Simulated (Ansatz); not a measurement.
Program: Ansatz. Geometries: PBE0-D4/def2-TZVP. ΔE: electronic, gas phase. CCSD(T)/CBS adds triple-zeta CCSD(T) − MP2 to the extrapolated MP2 energy (def2 sets, frozen cores). This one scheme is used for every species. DFT in def2-TZVPP. B3LYP here is the variant with VWN-RPA as its local correlation; programs differ in this. Each species was taken in one conformer, which may not be the lowest.

`[OH][Al]([SH])[Cl]` + HCl → `[SH][Al]([Cl])[Cl]` + H₂O  (ligand exchange at the Al–O bond)

```
             level  ΔE (kcal/mol)
         revPBE-D4           -6.2
          B3LYP-D4           -4.9
        r2SCANh-D4           -5.7
           ωB97X-V           -5.2
            r2SCAN           -5.4
           r2SCAN0           -5.9
RPA@PBE/def2-TZVPP           -4.0
SCS-MP2/def2-TZVPP           -4.6
```

Question: What does CCSD(T)/CBS give? (Estimate.)

Answer: Computed: -6.1 kcal/mol. The listed levels differ from it by -0.1, 1.2, 0.4, 0.9, 0.7, 0.2, 2.1, 1.5 kcal/mol.

Largest T1 diagnostic among the species: 0.011.

From BLYP to BHLYP (50 % exact exchange), in def2-TZVPP and without D4, ΔE moves by −1.0 kcal/mol. Leaving LDA and LC-ωPBE aside and taking each functional with its dispersion term where it has one, the values, not all of them listed here, spread over 2.7 kcal/mol, from HSE06-D4 to CAM-B3LYP-D4. LDA lies +1.1 kcal/mol from PBE without D4. At CCSD(T), def2-SVP lies +0.9 kcal/mol from the extrapolated value and def2-TZVPP +1.3 kcal/mol.
